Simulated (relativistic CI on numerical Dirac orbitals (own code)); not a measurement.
# Inner-shell lines of Nb¹⁶⁺

Calculated at this level of theory: Dirac-Coulomb-Breit CI, orbitals from a KLI potential per configuration, model QED (radiative potential, 1s self-energy scaled to tabulated hydrogen-like ionisation energies), unscaled Slater integrals (own radial code, finite nucleus).

CI space (outside the closed core 1s2 2p6 3s2 3p6): 2s2.3d7, 2s.3d7.4p. Levels of other configurations are missing.

The table holds the strongest lines. The upper levels have an inner-shell vacancy. Auger decay, open to those above the ionisation limit, is not computed, and radiative decays to configurations outside the model are missing too. Absolute energies can be off by a few tenths of a per cent, so close lines can change order. LS names give the leading component, which can be well under half, for lower levels too. Brackets number the levels in order of energy.

```
 E (eV)                     Upper                 Lower   A (s⁻¹)  gA (s⁻¹)
2813.99   2s.3d7.4p 6F°_11/2 [21]    2s2.3d7 4F_9/2 [1]  2.01e+12  2.41e+13
2817.93   2s.3d7.4p 4I°_13/2 [67]  2s2.3d7 2H_11/2 [10]  3.26e+12  4.57e+13
2818.11   2s.3d7.4p 4H°_11/2 [56]    2s2.3d7 2G_9/2 [6]  2.87e+12  3.45e+13
2818.33   2s.3d7.4p 6F°_11/2 [28]    2s2.3d7 4F_9/2 [1]  2.30e+12  2.76e+13
2820.17    2s.3d7.4p 4F°_7/2 [41]    2s2.3d7 4F_7/2 [2]  4.50e+12  3.60e+13
2820.23    2s.3d7.4p 4G°_9/2 [42]    2s2.3d7 4F_7/2 [2]  4.14e+12  4.14e+13
2820.42    2s.3d7.4p 4G°_7/2 [47]    2s2.3d7 4F_5/2 [3]  5.02e+12  4.01e+13
2820.48    2s.3d7.4p 4D°_7/2 [69]    2s2.3d7 4P_5/2 [7]  3.24e+12  2.59e+13
2820.54    2s.3d7.4p 4D°_5/2 [43]    2s2.3d7 4F_7/2 [2]  4.20e+12  2.52e+13
2820.57    2s.3d7.4p 4F°_9/2 [37]    2s2.3d7 4F_9/2 [1]  4.09e+12  4.09e+13
2820.65   2s.3d7.4p 6G°_11/2 [38]    2s2.3d7 4F_9/2 [1]  2.99e+12  3.59e+13
2820.68    2s.3d7.4p 4G°_5/2 [52]    2s2.3d7 4F_3/2 [4]  5.39e+12  3.23e+13
2821.29    2s.3d7.4p 4D°_7/2 [40]    2s2.3d7 4F_9/2 [1]  5.52e+12  4.42e+13
2822.19  2s.3d7.4p 2I°_11/2 [128]   2s2.3d7 2H_9/2 [13]  3.05e+12  3.66e+13
2822.75   2s.3d7.4p 2H°_9/2 [103]    2s2.3d7 2G_7/2 [9]  2.52e+12  2.52e+13
2822.95   2s.3d7.4p 4H°_11/2 [90]    2s2.3d7 2G_9/2 [6]  3.12e+12  3.74e+13
2822.97   2s.3d7.4p 2G°_9/2 [177]   2s2.3d7 2F_7/2 [17]  2.87e+12  2.87e+13
2823.04   2s.3d7.4p 2G°_9/2 [110]  2s2.3d7 2H_11/2 [10]  2.46e+12  2.46e+13
2823.18   2s.3d7.4p 4G°_11/2 [92]    2s2.3d7 2G_9/2 [6]  2.43e+12  2.92e+13
2823.36   2s.3d7.4p 2F°_7/2 [218]   2s2.3d7 2D_5/2 [19]  3.58e+12  2.86e+13
2823.52   2s.3d7.4p 2D°_5/2 [180]   2s2.3d7 2F_7/2 [17]  4.15e+12  2.49e+13
2823.59   2s.3d7.4p 2G°_7/2 [171]   2s2.3d7 2F_5/2 [16]  3.61e+12  2.89e+13
2823.71    2s.3d7.4p 2G°_9/2 [93]    2s2.3d7 2G_9/2 [6]  2.96e+12  2.96e+13
2823.73  2s.3d7.4p 4H°_13/2 [117]  2s2.3d7 2H_11/2 [10]  3.42e+12  4.79e+13
2824.02  2s.3d7.4p 2I°_11/2 [144]   2s2.3d7 2H_9/2 [13]  2.61e+12  3.13e+13
2824.40   2s.3d7.4p 2G°_7/2 [120]    2s2.3d7 2G_7/2 [9]  3.46e+12  2.77e+13
2824.64   2s.3d7.4p 2F°_5/2 [219]   2s2.3d7 2D_3/2 [18]  5.37e+12  3.22e+13
2824.99   2s.3d7.4p 2H°_9/2 [153]   2s2.3d7 2H_9/2 [13]  2.74e+12  2.74e+13
2825.17   2s.3d7.4p 2G°_9/2 [155]   2s2.3d7 2H_9/2 [13]  2.48e+12  2.48e+13
2825.32   2s.3d7.4p 2F°_5/2 [188]   2s2.3d7 2F_5/2 [16]  4.07e+12  2.44e+13
2825.38   2s.3d7.4p 2F°_7/2 [193]   2s2.3d7 2F_7/2 [17]  6.62e+12  5.29e+13
2825.94  2s.3d7.4p 2H°_11/2 [141]  2s2.3d7 2H_11/2 [10]  7.08e+12  8.49e+13
2829.73   2s.3d7.4p 2G°_9/2 [212]   2s2.3d7 2F_7/2 [17]  2.81e+12  2.81e+13
2830.49  2s.3d7.4p 2I°_13/2 [179]  2s2.3d7 2H_11/2 [10]  2.03e+12  2.84e+13
2834.00  2s.3d7.4p 4G°_11/2 [118]    2s2.3d7 4F_9/2 [1]  2.65e+12  3.18e+13
```
